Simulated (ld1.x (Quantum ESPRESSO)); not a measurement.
# bismuth (Bi): variants of one PAW potential

Base potential:

```
Element                 : Bi
Generator               : ld1.x (Quantum ESPRESSO) 7.5
Type                    : PAW
Functional              : BP86
Relativity              : scalar-relativistic
Frozen core             : [Xe] 4f14
Valence charge          : 15
Reference configuration : 5d10 6s2 6p3
Partial waves           : 6s (bound): rcut 1.65, rcutus 2.10 bohr; 6s channel at -0.7 Ry: rcut 1.65, rcutus 2.10 bohr; 6p (bound): rcut 2.20, rcutus 2.35 bohr; 6p channel at 0.2 Ry: rcut 2.20, rcutus 2.35 bohr; 5d (bound): rcut 0.85, rcutus 1.15 bohr; 5d channel at 1.4 Ry: rcut 0.85, rcutus 1.15 bohr
Local potential         : all-electron potential smoothed inside 1.45 bohr (lloc = -1)
Core correction         : a·sin(br)/r model core inside 0.60 bohr
Augmentation charge     : PSQ, radius 0.80 bohr
```

All-electron outer shells of the reference configuration (BP86, scalar-relativistic, ld1.x):

```
shell  level (eV)  outermost node (bohr)  outermost maximum (bohr)
   4f     -152.75                      –                      0.34
   5p      -95.97                   0.48                      0.86
   5d      -27.17                   0.51                      1.03
   6s      -14.63                   0.98                      1.88
   6p       -4.72                   1.14                      2.44
```

Cutoffs, loose and tight: the cutoffs (Ry, on a coarse ladder) from which the occupation-weighted sum of valence levels, in a spherical-Bessel basis at the reference potential, stays within 10 and 1 mRy of its value at 400 Ry. They do not see the model core or the augmentation charge, which bear on the density cutoff. Test errors are all-electron minus pseudo excitation energies from the reference, over the configurations 5d10 6s2 6p2; 5d10 6s2 6p1; 5d10 6s2 6p0; 5d10 6s2 6p3.3; 5d10 6s2 6p2.5; 5d10 6s1 6p0; 5d10 6s1 6p4. A dash means not determined; rows that change the core or the reference have their own tests. The largest error is taken over the tests solved by every variant that gives reliable tests at all: 5d10 6s2 6p0; 5d10 6s2 6p1; 5d10 6s2 6p2; 5d10 6s2 6p2.5; 5d10 6s2 6p3.3.

A true bound ghost makes a file unfit for plane-wave use even where its test errors are small: the radial tests pick states by their node count and pass the ghost by.

Cutoffs are not given where the Bessel-basis levels miss the radial ones by over 6 mRy, ghosts where they miss by over 20 mRy; a channel whose overlap is not positive is not tested.

A file whose overlap is not positive is unfit for use, and its test errors describe a broken file.

```tsv
change	outcome	cutoff, loose	cutoff, tight	bound ghosts	largest test error (meV)
base	generated	90 Ry	160 Ry	s, p	-25
waves 5d (bound): rcut 0.68, rcutus 0.72 bohr; 5d channel at 1.4 Ry: rcut 0.68, rcutus 0.72 bohr	failed: compute_q_3bess: problem with the q_i coefficients	–	–	–	–
waves 5d (bound): rcut 0.80, rcutus 0.84 bohr; 5d channel at 1.4 Ry: rcut 0.80, rcutus 0.84 bohr	failed: new_paw_hamiltonian: negative rho	–	–	–	–
waves 5d (bound): rcut 0.85, rcutus 1.00 bohr; 5d channel at 1.4 Ry: rcut 0.85, rcutus 1.00 bohr	generated	110 Ry	200 Ry	s, p	-25
waves 5d (bound): rcut 0.85, rcutus 1.06 bohr; 5d channel at 1.4 Ry: rcut 0.85, rcutus 1.06 bohr	generated	100 Ry	180 Ry	d, s, p	-26
waves 5d (bound): rcut 0.85, rcutus 1.18 bohr; 5d channel at 1.4 Ry: rcut 0.85, rcutus 1.18 bohr	generated	80 Ry	160 Ry	s, p	-25
waves 5d (bound): rcut 0.85, rcutus 1.32 bohr; 5d channel at 1.4 Ry: rcut 0.85, rcutus 1.32 bohr	generated, overlap not positive	–	–	s, p (d not tested, overlap not positive)	-25
waves 5d (bound): rcut 0.85, rcutus 1.42 bohr; 5d channel at 1.4 Ry: rcut 0.85, rcutus 1.42 bohr	generated, overlap not positive	–	–	s, p (d not tested, overlap not positive)	-25
waves 5d (bound): rcut 0.85, rcutus 1.54 bohr; 5d channel at 1.4 Ry: rcut 0.85, rcutus 1.54 bohr	generated, overlap not positive	–	–	s, p (d not tested, overlap not positive)	-20
waves 5d (bound): rcut 0.85, rcutus 1.62 bohr; 5d channel at 1.4 Ry: rcut 0.85, rcutus 1.62 bohr	failed: new_paw_hamiltonian: negative rho	–	–	–	–
waves 5d (bound): rcut 0.85, rcutus 1.74 bohr; 5d channel at 1.4 Ry: rcut 0.85, rcutus 1.74 bohr	failed: new_paw_hamiltonian: negative rho	–	–	–	–
```

Reading the sweep of the d radius (base included, trends over the rows without a ghost): Bound ghosts are found at 1, 1.06, 1.15, 1.18, 1.32, 1.42, 1.54 bohr. Every judged row has one, so this setting neither creates nor removes them. The generation fails at 0.72, 0.84, 1.62, 1.74 bohr.
